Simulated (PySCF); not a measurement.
C2H4FNOSi, SMILES O[Si@@H]1C=N[C@@H]1F.

Geometry optimised at r2SCAN-D4/def2-SVP. The structure was generated by enumeration; whether it is a known compound was not checked. Other conformers were not sampled.

Level of theory: r2SCAN-D4/def2-SVP run with PySCF 2.14.0.

Frequencies are harmonic and unscaled.

```tsv
mode	ν (cm⁻¹)	IR (km/mol)	Raman (Å⁴/amu)	depolarisation	moving atoms (share of kinetic energy)
1	76	20.4	1.6	0.75	O 41 %, F 19 %, H 14 %, N 12 %, Si 8 %
2	95	3.0	0.4	0.68	F 32 %, N 21 %, O 20 %, H 17 %
3	267	8.6	5.2	0.73	H 37 %, C 28 %, F 15 %, Si 13 %
4	326	69.4	2.0	0.74	H 39 %, O 19 %, C 15 %, F 13 %, Si 10 %
5	382	61.0	2.7	0.57	H 29 %, Si 26 %, F 16 %, O 12 %, N 10 %
6	485	8.5	10.2	0.29	C 27 %, N 24 %, Si 16 %, F 14 %, O 9 %, H 9 %
7	572	6.9	11.4	0.28	N 25 %, C 20 %, H 20 %, F 19 %, Si 16 %
8	607	22.2	10.6	0.67	H 46 %, C 31 %, Si 12 %, N 8 %
9	751	58.2	6.2	0.35	H 60 %, C 20 %, Si 16 %
10	762	16.0	6.7	0.35	H 62 %, C 21 %
11	806	131.1	3.4	0.04	H 36 %, C 27 %, O 22 %, N 10 %
12	891	170.4	5.6	0.74	H 80 %
13	900	21.4	1.6	0.52	H 55 %, C 19 %, N 18 %
14	925	71.5	4.4	0.35	Si 36 %, O 31 %, H 23 %, C 8 %
15	988	40.7	3.1	0.17	C 51 %, H 24 %, N 20 %
16	1087	144.3	3.4	0.75	C 55 %, F 30 %, H 12 %
17	1199	3.4	4.3	0.60	H 70 %, C 27 %
18	1282	16.7	7.8	0.40	H 68 %, C 20 %, N 12 %
19	1329	18.4	8.0	0.73	H 83 %, C 15 %
20	1591	11.8	8.7	0.19	C 51 %, N 46 %
21	2228	171.7	218.3	0.23	H 96 %
22	3060	25.8	156.2	0.31	H 92 %
23	3117	24.0	201.2	0.32	H 91 %, C 9 %
24	3856	108.6	71.4	0.27	H 94 %
```
